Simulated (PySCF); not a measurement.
A GIAO shielding run with PySCF 2.14 (density fitting, non-relativistic, gas phase) on `Sc1ccccc1`, C6H6S:

```
{"job": {"kind": "nmr", "xc": "PBE0", "basis": "pcSseg-1"}, "charge": 0, "multiplicity": 1}
S      2.827810    -0.265080     0.174749
C      1.066050    -0.138788     0.067082
C      0.316873    -1.306204     0.145571
C     -1.061026    -1.242691     0.066993
C     -1.697214    -0.021727    -0.087728
C     -0.946572     1.138996    -0.165176
C      0.433480     1.086554    -0.090005
H      3.070444     1.039557     0.060626
H      0.818471    -2.254153     0.267544
H     -1.640309    -2.151711     0.127346
H     -2.773844     0.025031    -0.147442
H     -1.433929     2.095433    -0.284712
H      1.015378     1.995270    -0.152576
```

Hardware: 1 thread of an x86-64 server CPU, shared host. The job also computes population analyses, field gradients, ring-centre shieldings.

Problem. How large is the calculation?

Solution. 58 electrons, 156 basis functions and 827 auxiliary functions.

Problem. How long does it take?

Solution. 28 s of wall time, with 13 SCF cycles and 5 response iterations. Times on a shared host scatter by some tens of per cent.
